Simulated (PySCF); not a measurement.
**Solvent effects on NMR parameters**

Mapped SMILES: `[OH:1][CH2:2][c:3]1[cH:4][cH:5][c:6]([F:7])[cH:8][cH:9]1`. Each H is labelled by its parent atom.

GIAO PBE0/pcSseg-1 in PySCF 2.14 on one PBE0-D3(BJ)/def2-SVP conformer, non-relativistic, equivalent nuclei averaged. Solvents enter as an IEF-PCM continuum (cyclohexane with ε = 2.0, chloroform with ε = 4.7, water with ε = 78.4) around the gas-phase geometry. Shifts are referred to TMS, CFCl3 computed in the same medium.

Gas phase, δ in ppm: C6 169.8, C3 143.2, C4/C9 132.3, C5/C8 120.7, C2 67.3, F7 -113.1, H(C4)/H(C9) 7.55, H(C5)/H(C8) 7.16, H(C2) 4.70, H(O1) 0.10. Dipole moment 1.36 D.

Question: How does each δ change in the continuum?

Answer: 
```json
{"atoms": "C6", "environment": "aromatic carbon bearing fluorine", "Δδ, cyclohexane": "+0.1", "Δδ, chloroform": "+0.2", "Δδ, water": "+0.4"}
{"atoms": "C3", "environment": "substituted aromatic carbon", "Δδ, cyclohexane": "+1.1", "Δδ, chloroform": "+2.0", "Δδ, water": "+2.9"}
{"atoms": "C4/C9", "environment": "aromatic CH", "Δδ, cyclohexane": "+0.6", "Δδ, chloroform": "+1.2", "Δδ, water": "+1.7"}
{"atoms": "C5/C8", "environment": "aromatic CH", "Δδ, cyclohexane": "+0.4", "Δδ, chloroform": "+0.6", "Δδ, water": "+0.9"}
{"atoms": "C2", "environment": "sp3 CH2 bonded to O, on an aromatic ring", "Δδ, cyclohexane": "+0.2", "Δδ, chloroform": "+0.4", "Δδ, water": "+0.5"}
{"atoms": "F7", "environment": "aryl fluorine", "Δδ, cyclohexane": "-2.2", "Δδ, chloroform": "-3.7", "Δδ, water": "-4.8"}
{"atoms": "H(C4)/H(C9)", "environment": "hydrogen on an aromatic CH", "Δδ, cyclohexane": "+0.07", "Δδ, chloroform": "+0.14", "Δδ, water": "+0.20"}
{"atoms": "H(C5)/H(C8)", "environment": "hydrogen on an aromatic CH", "Δδ, cyclohexane": "+0.09", "Δδ, chloroform": "+0.16", "Δδ, water": "+0.22"}
{"atoms": "H(C2)", "environment": "hydrogen on an sp3 CH2 bonded to O, on an aromatic ring", "Δδ, cyclohexane": "+0.05", "Δδ, chloroform": "+0.08", "Δδ, water": "+0.12"}
{"atoms": "H(O1)", "environment": "hydrogen on an alcohol oxygen", "Δδ, cyclohexane": "+0.36", "Δδ, chloroform": "+0.66", "Δδ, water": "+0.94"}
```

Changes are relative to the gas phase. The dipole moment becomes 1.53 D in cyclohexane, 1.69 D in chloroform, 1.85 D in water.

Question: Which nuclei move most (in ppm), and what does the model miss?

Answer: F7 (aryl fluorine, -4.8 ppm) in water. A continuum only polarises the solute; specific hydrogen bonds, the anisotropy of aromatic solvents and changes of geometry or conformer are outside it.
